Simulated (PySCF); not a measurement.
## `C[C@@]1([SiH3])CN[Si@@H]1[AsH2]`, C₃H₁₂AsNSi₂

Molfile (atoms numbered from 1):
```
C3H12AsNSi2
     RDKit          3D

 19 19  0  0  0  0  0  0  0  0999 V2000
   -0.8337   -1.6069   -0.8264 C   0  0  0  0  0  0  0  0  0  0  0  0
   -0.5190   -0.2902   -0.1346 C   0  0  1  0  0  0  0  0  0  0  0  0
   -1.2155    1.1960   -1.0852 Si  0  0  0  0  0  4  0  0  0  0  0  0
   -0.9148   -0.2790    1.3503 C   0  0  0  0  0  0  0  0  0  0  0  0
    0.3481    0.1884    1.8855 N   0  0  0  0  0  0  0  0  0  0  0  0
    1.2996   -0.0814    0.4704 Si  0  0  2  0  0  4  0  0  0  0  0  0
    2.5448    1.7881   -0.0937 As  0  0  0  0  0  3  0  0  0  0  0  0
   -0.4138   -2.4490   -0.2761 H   0  0  0  0  0  0  0  0  0  0  0  0
   -0.4191   -1.6203   -1.8332 H   0  0  0  0  0  0  0  0  0  0  0  0
   -1.9106   -1.7613   -0.9035 H   0  0  0  0  0  0  0  0  0  0  0  0
   -0.9481    2.4372   -0.3497 H   0  0  0  0  0  0  0  0  0  0  0  0
   -0.5691    1.2566   -2.4041 H   0  0  0  0  0  0  0  0  0  0  0  0
   -2.6641    1.0315   -1.2574 H   0  0  0  0  0  0  0  0  0  0  0  0
   -1.7361    0.3988    1.6114 H   0  0  0  0  0  0  0  0  0  0  0  0
   -1.1779   -1.2839    1.7011 H   0  0  0  0  0  0  0  0  0  0  0  0
    0.5185    0.1172    2.8764 H   0  0  0  0  0  0  0  0  0  0  0  0
    2.0113   -1.3869    0.3874 H   0  0  0  0  0  0  0  0  0  0  0  0
    2.7799    1.2470   -1.4733 H   0  0  0  0  0  0  0  0  0  0  0  0
    3.8100    1.1075    0.3474 H   0  0  0  0  0  0  0  0  0  0  0  0
  2  1  1  6
  2  3  1  0
  2  4  1  0
  4  5  1  0
  5  6  1  0
  6  7  1  0
  6  2  1  0
  1  8  1  0
  1  9  1  0
  1 10  1  0
  3 11  1  0
  3 12  1  0
  3 13  1  0
  4 14  1  0
  4 15  1  0
  5 16  1  0
  6 17  1  1
  7 18  1  0
  7 19  1  0
M  END
```

Computed, not measured: TDDFT CAM-B3LYP/def2-SVPD circular dichroism and optical rotation, one conformer, gas phase (PySCF). Geometry: GFN2-xTB.

The molecule is flexible and this is one conformer; a measurement averages over conformers. The calculation is non-relativistic, which matters for the atoms heavier than Zn.

Q: Assign R or S to each stereocentre.

A: C2 S, Si6 R.

Q: Which excitations and rotatory strengths does the calculation give?

A: Rotatory strengths R in 10⁻⁴⁰ esu² cm², velocity form and length form (origin at the centre of mass); f in length form.
```
state  E (eV)  λ (nm)      f  R (velocity)  R (length)                                    main
    1    5.33     233  0.004         +21.3       +20.1                          HOMO→LUMO 0.96
    2    6.01     206  0.003          +1.6        +1.7      HOMO→LUMO+1 0.33, HOMO−1→LUMO 0.26
    3    6.23     199  0.051         -45.1       -44.4      HOMO−1→LUMO 0.37, HOMO→LUMO+1 0.34
    4    6.44     193  0.027         +29.2       +27.4      HOMO→LUMO+3 0.49, HOMO−1→LUMO 0.21
    5    6.51     191  0.058         +47.3       +47.0      HOMO→LUMO+2 0.42, HOMO→LUMO+1 0.18
    6    6.56     189  0.017          -2.7        -2.2      HOMO−2→LUMO 0.65, HOMO→LUMO+3 0.14
    7    6.85     181  0.109         -36.8       -36.0      HOMO→LUMO+5 0.43, HOMO→LUMO+4 0.12
    8    6.96     178  0.049          +7.5        +6.9    HOMO−1→LUMO+1 0.49, HOMO→LUMO+5 0.10
    9    7.07     175  0.003          -6.3        -7.0  HOMO−2→LUMO+1 0.41, HOMO−1→LUMO+3 0.19
   10    7.15     173  0.033         -18.2       -18.0  HOMO−1→LUMO+2 0.26, HOMO−1→LUMO+3 0.23
   11    7.27     170  0.192         +47.7       +47.6  HOMO−2→LUMO+1 0.21, HOMO−2→LUMO+2 0.15
   12    7.39     168  0.011         +12.6       +14.1    HOMO−2→LUMO+3 0.34, HOMO→LUMO+7 0.20
   13    7.43     167  0.004          +8.4        +7.1  HOMO−2→LUMO+2 0.31, HOMO−1→LUMO+2 0.15
   14    7.44     167  0.023         -17.6       -17.2    HOMO−3→LUMO 0.70, HOMO−2→LUMO+2 0.12
   15    7.50     165  0.004          +8.3        +6.6    HOMO−2→LUMO+3 0.25, HOMO→LUMO+7 0.15
   16    7.57     164  0.046         -20.9       -22.0      HOMO→LUMO+4 0.50, HOMO→LUMO+5 0.14
```

Among the states computed, the strongest CD band (largest |R|) is state 11. The largest dissymmetry factor in size, g = 4R/(D+G), with D and G the electric and magnetic dipole strengths, is +0.041 for state 1 (velocity form, f = 0.004), among bands with |R| over 0.5. The mirror image has the same energies and oscillator strengths and all R with the opposite sign.
